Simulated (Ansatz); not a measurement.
Species: BNH₂Cl₂, charge 0, singlet. BNH2Cl2 (SMILES B(N)(Cl)Cl).
B3LYP-D3(BJ)/def2-TZVP minimum from Ansatz (a program for electronic structure):
```xyz
6

B     -0.2288     0.1854    -0.1886
Cl     1.3758    -0.1808    -0.8411
Cl    -0.6659    -0.3943     1.4262
N     -1.1353     0.9198    -0.9357
H     -2.0551     1.1464    -0.5970
H     -0.9212     1.2649    -1.8561
```
Charge 0, spin multiplicity 1.

Quantity: atomisation energy (electronic, to ground-state atoms), in kJ/mol. Open shells are spin-unrestricted; no spin-orbit coupling. CBS(X,Y): correlation extrapolated as X^-3, Hartree-Fock from the larger set (Q,5: extrapolated as (X+1)exp(-9√X)). A bracket is a step between two methods taken in the basis named. The functionals are non-relativistic, so their misses hold any scalar relativity. Double hybrids freeze cores in their MP2 part. 'core' is core correlation in cc-pwCVTZ (1s frozen past Ne), 'X2C' scalar relativity in cc-pVTZ-DK, both at CCSD(T). Where a partner has so few electrons that a lower coupled-cluster level is exact, that level stands in.

CCSD(T)/CBS(cc-pV(Q+d)Z,cc-pV(5+d)Z) + [CCSDT(Q) - CCSD(T)]/cc-pV(D+d)Z + core + X2C (Ansatz) gives 2209.3 kJ/mol.

Problem. What does PBE/def2-TZVPD (Ansatz) give here, and how do the other levels compare?

Solution. PBE gives 2263.0 kJ/mol, 53.7 kJ/mol above it. Differences of the others: r2SCAN/def2-TZVPD (Ansatz) 10.6; B3LYP/def2-TZVPD (Ansatz) -28.7; PBE0/def2-TZVPD (Ansatz) 8.1; wB97M-V/def2-TZVPD (Ansatz) 17.1; B2PLYP/def2-TZVPD (Ansatz) -30.3; CCSD(T)/CBS(cc-pV(Q+d)Z,cc-pV(5+d)Z) + core + X2C (Ansatz) -1.9 kJ/mol. Nearer than PBE: r2SCAN/def2-TZVPD, B3LYP/def2-TZVPD, PBE0/def2-TZVPD, wB97M-V/def2-TZVPD, B2PLYP/def2-TZVPD, CCSD(T)/CBS(cc-pV(Q+d)Z,cc-pV(5+d)Z) + core + X2C.
